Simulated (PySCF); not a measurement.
Se⁺ (selenium, charge +1): UHF calculation

Configuration: [Ar] 3d10 4s2 4p3, high-spin 4S determinant. All numbers are calculated (PySCF 2.14, the non-relativistic Hamiltonian (point nucleus), in 6-31G*).

```
Total energy                                     : -2399.210348 hartree
One-electron energy                              : -3329.6578 hartree
Hartree (Coulomb) energy                         : 1015.7123 hartree
Exchange energy                                  : -85.2649 hartree
Kinetic energy                                   : 2398.51068 hartree
⟨S²⟩                                             : 3.7507
⟨L²⟩                                             : 0.000
Sum of ⟨r⟩                                       : 22.44 bohr
Sum of ⟨r²⟩                                      : 31.26 bohr²
Density at the nucleus (Gaussians lack the cusp) : 25500 bohr⁻³
Spin density at the nucleus                      : 0.212 bohr⁻³
Langevin diamagnetic susceptibility              : -24.8 ×10⁻⁶ cm³/mol
Time after the integrals                         : 0.13 s of wall time on 1 thread of Neoverse-N1 (shared host)
```

```json
{"shell": "1s α", "electrons": "1", "mean orbital energy (hartree)": "-461.25575", "rms radius, mean of both spins (bohr)": "0.0521"}
{"shell": "1s β", "electrons": "1", "mean orbital energy (hartree)": "-461.24426", "rms radius, mean of both spins (bohr)": "0.0521"}
{"shell": "2s α", "electrons": "1", "mean orbital energy (hartree)": "-61.08756", "rms radius, mean of both spins (bohr)": "0.216"}
{"shell": "2s β", "electrons": "1", "mean orbital energy (hartree)": "-61.08201", "rms radius, mean of both spins (bohr)": "0.216"}
{"shell": "2p α", "electrons": "3", "mean orbital energy (hartree)": "-54.69376", "rms radius, mean of both spins (bohr)": "0.191"}
{"shell": "2p β", "electrons": "3", "mean orbital energy (hartree)": "-54.68160", "rms radius, mean of both spins (bohr)": "0.191"}
{"shell": "3s α", "electrons": "1", "mean orbital energy (hartree)": "-9.34238", "rms radius, mean of both spins (bohr)": "0.623"}
{"shell": "3s β", "electrons": "1", "mean orbital energy (hartree)": "-9.31971", "rms radius, mean of both spins (bohr)": "0.623"}
{"shell": "3p α", "electrons": "3", "mean orbital energy (hartree)": "-7.07410", "rms radius, mean of both spins (bohr)": "0.640"}
{"shell": "3p β", "electrons": "3", "mean orbital energy (hartree)": "-7.04373", "rms radius, mean of both spins (bohr)": "0.640"}
{"shell": "3d α", "electrons": "5", "mean orbital energy (hartree)": "-3.03307", "rms radius, mean of both spins (bohr)": "0.695"}
{"shell": "3d β", "electrons": "5", "mean orbital energy (hartree)": "-3.01707", "rms radius, mean of both spins (bohr)": "0.695"}
{"shell": "4s α", "electrons": "1", "mean orbital energy (hartree)": "-1.32428", "rms radius, mean of both spins (bohr)": "1.93"}
{"shell": "4s β", "electrons": "1", "mean orbital energy (hartree)": "-1.01220", "rms radius, mean of both spins (bohr)": "1.93"}
{"shell": "4p α", "electrons": "3", "mean orbital energy (hartree)": "-0.78816", "rms radius, mean of both spins (bohr)": "2.27"}
```
